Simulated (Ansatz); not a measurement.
These are CAM-B3LYP-D3(BJ)/def2-SVP in Ansatz (a program for electronic structure) values and carry that method's errors. No frequencies were computed at this level.

Ansatz 0.2 input:
```yaml
crystal:
  periodic: [false, false, false]
  atoms:
    - { symbol: In, position_ang: [0.284049, -1.991695, 0.114977] }
    - { symbol: Sb, position_ang: [1.947414, 0.326725, 0.241648] }
    - { symbol: In, position_ang: [-0.28316, 1.845705, -0.691698] }
    - { symbol: Sb, position_ang: [-1.951796, -0.231999, 0.339595] }
    - { symbol: H, position_ang: [0.425613, -2.746775, -1.502976] }
    - { symbol: H, position_ang: [0.480838, -3.109267, 1.506382] }
    - { symbol: H, position_ang: [2.346602, 0.810369, 1.8946] }
    - { symbol: H, position_ang: [3.303394, 0.291722, -0.856179] }
    - { symbol: H, position_ang: [-0.417838, 1.919155, -2.482108] }
    - { symbol: H, position_ang: [-0.464813, 3.411315, 0.165961] }
    - { symbol: H, position_ang: [-2.392333, 0.140173, 1.985459] }
    - { symbol: H, position_ang: [-3.277971, -0.665428, -0.715662] }
basis:
  gaussian: { orbitals: def2-svp }
hamiltonian:
  xc: cam_b3lyp
  dispersion: d3bj
relax:
  max_steps: 150
```

Output:

```
[...]
1901 factors; integrals over basis functions are off by at most 3.5e-4 eV
583 factors; integrals over basis functions are off by at most 1.5e-6 eV
mean field -23550.22191921 eV, -865.4546926173 hartree, gradient 9.9e-6 eV, S^2 0.000000; 0 other end points of the search recorded, 0 dependent functions left out
reference -23550.22211273 eV, -865.4546997290 hartree; 48, 48 occupied and 96, 96 virtual orbitals, 1901 factors
relax step   7: F+E_penalty+E_count = -23550.67367169 eV  Δ(F+E_penalty+E_count) = -9.224e-3 eV  max|allowed force component| = 9.461e-2 eV/Å  Δτ_max = 0.1950 Å  (28 SCF iters, accepted)
these checks for a lower state are left out or cut short: starts, cluster_reference, orbital_swaps, neighbouring_geometries, increment
1901 factors; integrals over basis functions are off by at most 3.5e-4 eV
583 factors; integrals over basis functions are off by at most 1.6e-6 eV
mean field evaluation 64: about -23550.2246 eV, gradient 9.7e-6 eV
mean field -23550.22455667 eV, -865.4547895420 hartree, gradient 9.9e-6 eV, S^2 0.000000; 0 other end points of the search recorded, 0 dependent functions left out
reference -23550.22475019 eV, -865.4547966539 hartree; 48, 48 occupied and 96, 96 virtual orbitals, 1901 factors
relax step   8: F+E_penalty+E_count = -23550.67655167 eV  Δ(F+E_penalty+E_count) = -2.880e-3 eV  max|allowed force component| = 1.272e-1 eV/Å  Δτ_max = 0.0869 Å  (27 SCF iters, accepted)
these checks for a lower state are left out or cut short: starts, cluster_reference, orbital_swaps, neighbouring_geometries, increment
1901 factors; integrals over basis functions are off by at most 3.5e-4 eV
583 factors; integrals over basis functions are off by at most 1.6e-6 eV
mean field -23550.22892275 eV, -865.4549499925 hartree, gradient 8.7e-6 eV, S^2 0.000000; 0 other end points of the search recorded, 0 dependent functions left out
reference -23550.22911620 eV, -865.4549571017 hartree; 48, 48 occupied and 96, 96 virtual orbitals, 1901 factors
relax step   9: F+E_penalty+E_count = -23550.68064897 eV  Δ(F+E_penalty+E_count) = -4.097e-3 eV  max|allowed force component| = 1.047e-1 eV/Å  Δτ_max = 0.0786 Å  (28 SCF iters, accepted)
these checks for a lower state are left out or cut short: starts, cluster_reference, orbital_swaps, neighbouring_geometries, increment
1901 factors; integrals over basis functions are off by at most 3.4e-4 eV
583 factors; integrals over basis functions are off by at most 1.8e-6 eV
mean field -23550.22798305 eV, -865.4549154592 hartree, gradient 9.5e-6 eV, S^2 0.000000; 0 other end points of the search recorded, 0 dependent functions left out
reference -23550.22817676 eV, -865.4549225780 hartree; 48, 48 occupied and 96, 96 virtual orbitals, 1901 factors
relax step  10: F+E_penalty+E_count = -23550.67935733 eV  Δ(F+E_penalty+E_count) = +1.292e-3 eV  max|allowed force component| = 1.962e-1 eV/Å  Δτ_max = 0.1542 Å  (28 SCF iters, rejected (line search))
these checks for a lower state are left out or cut short: starts, cluster_reference, orbital_swaps, neighbouring_geometries, increment
1901 factors; integrals over basis functions are off by at most 3.5e-4 eV
583 factors; integrals over basis functions are off by at most 1.7e-6 eV
mean field -23550.23182870 eV, -865.4550567842 hartree, gradient 8.9e-6 eV, S^2 0.000000; 0 other end points of the search recorded, 0 dependent functions left out
reference -23550.23202240 eV, -865.4550639025 hartree; 48, 48 occupied and 96, 96 virtual orbitals, 1901 factors
relax step  11: F+E_penalty+E_count = -23550.68327296 eV  Δ(F+E_penalty+E_count) = -2.624e-3 eV  max|allowed force component| = 5.510e-2 eV/Å  Δτ_max = 0.0752 Å  (28 SCF iters, accepted)
these checks for a lower state are left out or cut short: starts, cluster_reference, orbital_swaps, neighbouring_geometries, increment
1901 factors; integrals over basis functions are off by at most 3.4e-4 eV
583 factors; integrals over basis functions are off by at most 1.8e-6 eV
mean field -23550.23413637 eV, -865.4551415896 hartree, gradient 8.5e-6 eV, S^2 0.000000; 0 other end points of the search recorded, 0 dependent functions left out
reference -23550.23433004 eV, -865.4551487068 hartree; 48, 48 occupied and 96, 96 virtual orbitals, 1901 factors
relax step  12: F+E_penalty+E_count = -23550.68532276 eV  Δ(F+E_penalty+E_count) = -2.050e-3 eV  max|allowed force component| = 4.814e-2 eV/Å  Δτ_max = 0.0972 Å  (28 SCF iters, accepted)
these checks for a lower state are left out or cut short: starts, cluster_reference, orbital_swaps, neighbouring_geometries, increment
1901 factors; integrals over basis functions are off by at most 3.4e-4 eV
583 factors; integrals over basis functions are off by at most 1.8e-6 eV
mean field evaluation 96: about -23550.2355 eV, gradient 6.1e-2 eV
mean field -23550.23548928 eV, -865.4551913082 hartree, gradient 9.3e-6 eV, S^2 0.000000; 0 other end points of the search recorded, 0 dependent functions left out
reference -23550.23568345 eV, -865.4551984436 hartree; 48, 48 occupied and 96, 96 virtual orbitals, 1901 factors
relax step  13: F+E_penalty+E_count = -23550.68688855 eV  Δ(F+E_penalty+E_count) = -1.566e-3 eV  max|allowed force component| = 7.157e-2 eV/Å  Δτ_max = 0.0577 Å  (28 SCF iters, accepted)
these checks for a lower state are left out or cut short: starts, cluster_reference, orbital_swaps, neighbouring_geometries, increment
1901 factors; integrals over basis functions are off by at most 3.4e-4 eV
583 factors; integrals over basis functions are off by at most 1.8e-6 eV
mean field -23550.23606994 eV, -865.4552126471 hartree, gradient 9.2e-6 eV, S^2 0.000000; 0 other end points of the search recorded, 0 dependent functions left out
reference -23550.23626420 eV, -865.4552197857 hartree; 48, 48 occupied and 96, 96 virtual orbitals, 1901 factors
relax step  14: F+E_penalty+E_count = -23550.68737125 eV  Δ(F+E_penalty+E_count) = -4.827e-4 eV  max|allowed force component| = 5.304e-2 eV/Å  Δτ_max = 0.0376 Å  (28 SCF iters, accepted)
these checks for a lower state are left out or cut short: starts, cluster_reference, orbital_swaps, neighbouring_geometries, increment
1901 factors; integrals over basis functions are off by at most 3.4e-4 eV
583 factors; integrals over basis functions are off by at most 1.8e-6 eV
mean field -23550.23652377 eV, -865.4552293251 hartree, gradient 1.6e-5 eV, S^2 0.000000; 0 other end points of the search recorded, 0 dependent functions left out
reference -23550.23671816 eV, -865.4552364685 hartree; 48, 48 occupied and 96, 96 virtual orbitals, 1901 factors
relax step  15: F+E_penalty+E_count = -23550.68772549 eV  Δ(F+E_penalty+E_count) = -3.542e-4 eV  max|allowed force component| = 4.811e-2 eV/Å  Δτ_max = 0.0240 Å  (22 SCF iters, accepted)
these checks for a lower state are left out or cut short: starts, cluster_reference, orbital_swaps, neighbouring_geometries, increment
1901 factors; integrals over basis functions are off by at most 3.4e-4 eV
583 factors; integrals over basis functions are off by at most 1.9e-6 eV
mean field -23550.23687264 eV, -865.4552421455 hartree, gradient 9.1e-6 eV, S^2 0.000000; 0 other end points of the search recorded, 0 dependent functions left out
reference -23550.23706710 eV, -865.4552492920 hartree; 48, 48 occupied and 96, 96 virtual orbitals, 1901 factors
relax step  16: F+E_penalty+E_count = -23550.68804473 eV  Δ(F+E_penalty+E_count) = -3.192e-4 eV  max|allowed force component| = 2.893e-2 eV/Å  Δτ_max = 0.0268 Å  (28 SCF iters, accepted)
these checks for a lower state are left out or cut short: starts, cluster_reference, orbital_swaps, neighbouring_geometries, increment
1901 factors; integrals over basis functions are off by at most 3.4e-4 eV
583 factors; integrals over basis functions are off by at most 1.9e-6 eV
mean field -23550.23701611 eV, -865.4552474179 hartree, gradient 8.5e-6 eV, S^2 0.000000; 0 other end points of the search recorded, 0 dependent functions left out
reference -23550.23721060 eV, -865.4552545656 hartree; 48, 48 occupied and 96, 96 virtual orbitals, 1901 factors
relax step  17: F+E_penalty+E_count = -23550.68819679 eV  Δ(F+E_penalty+E_count) = -1.521e-4 eV  max|allowed force component| = 1.949e-2 eV/Å  Δτ_max = 0.0202 Å  (22 SCF iters, accepted)
these checks for a lower state are left out or cut short: starts, cluster_reference, orbital_swaps, neighbouring_geometries, increment
1901 factors; integrals over basis functions are off by at most 3.4e-4 eV
583 factors; integrals over basis functions are off by at most 1.9e-6 eV
mean field evaluation 128: about -23550.2367 eV, gradient 2.7e-1 eV
mean field -23550.23704114 eV, -865.4552483379 hartree, gradient 8.2e-6 eV, S^2 0.000000; 0 other end points of the search recorded, 0 dependent functions left out
reference -23550.23723564 eV, -865.4552554856 hartree; 48, 48 occupied and 96, 96 virtual orbitals, 1901 factors
relax step  18: F+E_penalty+E_count = -23550.68825643 eV  Δ(F+E_penalty+E_count) = -5.964e-5 eV  max|allowed force component| = 2.262e-2 eV/Å  Δτ_max = 0.0123 Å  (22 SCF iters, accepted)
these checks for a lower state are left out or cut short: starts, cluster_reference, orbital_swaps, neighbouring_geometries, increment
1901 factors; integrals over basis functions are off by at most 3.4e-4 eV
583 factors; integrals over basis functions are off by at most 1.9e-6 eV
mean field -23550.23706200 eV, -865.4552491045 hartree, gradient 1.2e-5 eV, S^2 0.000000; 0 other end points of the search recorded, 0 dependent functions left out
reference -23550.23725650 eV, -865.4552562523 hartree; 48, 48 occupied and 96, 96 virtual orbitals, 1901 factors
relax step  19: F+E_penalty+E_count = -23550.68834881 eV  Δ(F+E_penalty+E_count) = -9.238e-5 eV  max|allowed force component| = 1.176e-2 eV/Å  Δτ_max = 0.0262 Å  (22 SCF iters, accepted)
these checks for a lower state are left out or cut short: starts, cluster_reference, orbital_swaps, neighbouring_geometries, increment
1901 factors; integrals over basis functions are off by at most 3.4e-4 eV
583 factors; integrals over basis functions are off by at most 1.9e-6 eV
mean field -23550.23656653 eV, -865.4552308964 hartree, gradient 9.4e-6 eV, S^2 0.000000; 0 other end points of the search recorded, 0 dependent functions left out
reference -23550.23676095 eV, -865.4552380412 hartree; 48, 48 occupied and 96, 96 virtual orbitals, 1901 factors
relax step  20: F+E_penalty+E_count = -23550.68759141 eV  Δ(F+E_penalty+E_count) = +7.574e-4 eV  max|allowed force component| = 4.262e-2 eV/Å  Δτ_max = 0.0476 Å  (27 SCF iters, rejected (line search))
these checks for a lower state are left out or cut short: starts, cluster_reference, orbital_swaps, neighbouring_geometries, increment
1901 factors; integrals over basis functions are off by at most 3.4e-4 eV
583 factors; integrals over basis functions are off by at most 1.9e-6 eV
mean field -23550.23683059 eV, -865.4552406003 hartree, gradient 2.1e-5 eV, S^2 0.000000; 0 other end points of the search recorded, 0 dependent functions left out
reference -23550.23702513 eV, -865.4552477497 hartree; 48, 48 occupied and 96, 96 virtual orbitals, 1901 factors
relax step  21: F+E_penalty+E_count = -23550.68817179 eV  Δ(F+E_penalty+E_count) = +1.770e-4 eV  max|allowed force component| = 2.615e-2 eV/Å  Δτ_max = 0.0187 Å  (22 SCF iters, rejected (line search))
these checks for a lower state are left out or cut short: starts, cluster_reference, orbital_swaps, neighbouring_geometries, increment
1901 factors; integrals over basis functions are off by at most 3.4e-4 eV
583 factors; integrals over basis functions are off by at most 1.9e-6 eV
mean field -23550.23712322 eV, -865.4552513544 hartree, gradient 1.7e-5 eV, S^2 0.000000; 0 other end points of the search recorded, 0 dependent functions left out
reference -23550.23731771 eV, -865.4552585018 hartree; 48, 48 occupied and 96, 96 virtual orbitals, 1901 factors
relax step  22: F+E_penalty+E_count = -23550.68837948 eV  Δ(F+E_penalty+E_count) = -3.066e-5 eV  max|allowed force component| = 2.086e-3 eV/Å  Δτ_max = 0.0091 Å  (22 SCF iters, accepted)
1901 factors; integrals over basis functions are off by at most 3.4e-4 eV
583 factors; integrals over basis functions are off by at most 1.9e-6 eV
mean field evaluation 160: about -23549.6142 eV, gradient 1.3e1 eV
mean field -23550.23712322 eV, -865.4552513544 hartree, gradient 1.7e-5 eV, S^2 0.000000; 1 other end points of the search recorded, 0 dependent functions left out
reference -23550.23731771 eV, -865.4552585018 hartree; 48, 48 occupied and 96, 96 virtual orbitals, 1901 factors
Total energy: -23550.68857397 eV, -865.4718418633 hartree
Atom 0 at     0.326218    -2.150148     0.455434 Å, force     0.000058    -0.000084     0.001455 eV/Å
Atom 1 at     1.862742     0.273378    -0.043907 Å, force    -0.001121    -0.000723     0.000617 eV/Å
Atom 2 at    -0.326252     2.149761    -0.457054 Å, force    -0.000032     0.001327    -0.001719 eV/Å
Atom 3 at    -1.862795    -0.273009     0.044880 Å, force     0.001864    -0.000675     0.000262 eV/Å
Atom 4 at     0.445395    -3.183275    -0.911510 Å, force    -0.000101    -0.000180     0.000028 eV/Å
Atom 5 at     0.423887    -2.546465     2.123958 Å, force    -0.000132     0.000877    -0.002084 eV/Å
Atom 6 at     2.957223     0.698135     1.174503 Å, force     0.000272     0.000176     0.000109 eV/Å
Atom 7 at     2.977599     0.172917    -1.312665 Å, force     0.000374     0.000065    -0.000442 eV/Å
Atom 8 at    -0.423843     2.542857    -2.126361 Å, force     0.000196    -0.000561     0.002086 eV/Å
Atom 9 at    -0.445379     3.185504     0.907939 Å, force    -0.000068    -0.000265    -0.000379 eV/Å
Atom 10 at    -2.974918    -0.172039     1.315978 Å, force    -0.000788     0.000144     0.000435 eV/Å
Atom 11 at    -2.959878    -0.697619    -1.171197 Å, force    -0.000522    -0.000102    -0.000368 eV/Å
Dipole moment:    -0.000078     0.000034     0.000298 e Å
```

Cost: very roughly 7 core-minutes.
